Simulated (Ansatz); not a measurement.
Compare A (`C[SiH](O)S`) with its isomer B (`OCS[SiH3]`).

Calculated with Ansatz (gas phase, PBE0-D4/def2-TZVP geometries, no zero-point term in ΔE). CBS: MP2 limit from def2 TZ/QZ plus the TZ coupled-cluster correction, frozen cores. Functionals use def2-TZVPP. One conformer a species, not always the lowest.

(1) Which is lower in electronic energy at CCSD(T)/CBS, and by how much? (Estimate.)

(2) Give E(B) − E(A) in kJ/mol with PBE-D4, HF/def2-TZVPP, BLYP-D4, r2SCAN-D4, PBE0-D4, B2PLYP, ωB97M-V. (Best estimate.)

(3) Does the order hold for the free energy at 298.15 K (harmonic terms from PBE0-D4)? (Best estimate.)

Largest T1 diagnostic: 0.012.

Results:

(1) The calculation gave: A, by 251.9 kJ/mol.

(2) The calculation gave: PBE-D4 232.0, HF/def2-TZVPP 253.1, BLYP-D4 235.9, r2SCAN-D4 249.3, PBE0-D4 241.0, B2PLYP 250.4, ωB97M-V 251.2. None reverses the order clearly.

(3) Ansatz gave: Yes: G(B) − G(A) = +248.6 kJ/mol, for one conformer each. Modes under 60 cm⁻¹, often nearly free rotors, make the harmonic entropy too high.

From BLYP to BHLYP (50 % exact exchange), in def2-TZVPP and without D4, E(B) − E(A) moves by +16.3 kJ/mol. At CCSD(T), def2-SVP lies −28.6 kJ/mol from the extrapolated value and def2-TZVPP −2.1 kJ/mol.
